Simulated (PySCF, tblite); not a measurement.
Isomers of C6H6NPS, one GFN2-xTB conformer each. Single-point energies are computed at PBE0/pcSseg-1 (PySCF, gas phase, no added dispersion term), electronic only.

Problem. Rank them by PBE0/pcSseg-1 energy, lowest first (kcal/mol).
A. `[CH3:1][CH2:2][c:3]1[cH:4][p:5][c:6]([C:7]#[N:8])[s:9]1` with C1–C2–C3–C4 92°
B. `[N:1]#[C:2][CH2:3][PH:4][c:5]1[cH:6][cH:7][cH:8][s:9]1` with C2–C3–P4–C5 50°, C3–P4–C5–C6 -106°

Solution. A (0.0), B (7.0).

GFN2-xTB itself gives, in the same order: 0.0, 4.7. Both levels put the same isomer lowest.

Problem. Which frontier levels, dipoles and rotational constants go with these structures?

Solution. 
```tsv
SMILES	HOMO (eV, PBE0/pcSseg-1)	LUMO (eV)	dipole (D)	A, B, C (MHz)
CCc1cpc(C#N)s1	-7.31	-2.51	6.17	2458, 799.9, 639.6
N#CCPc1cccs1	-6.90	-1.06	2.11	1906, 923.8, 801.5
```

Problem. What happens when harmonic zero-point energies from GFN2-xTB frequencies are added?

Solution. 
| SMILES | ZPE (kcal/mol) | electronic (kcal/mol) | with ZPE (kcal/mol) |
| --- | --- | --- | --- |
| CCc1cpc(C#N)s1 | 65.4 | 0.0 | 0.0 |
| N#CCPc1cccs1 | 62.8 | 7.0 | 4.5 |

The zero-point energies span 2.6 kcal/mol. The order is unchanged.
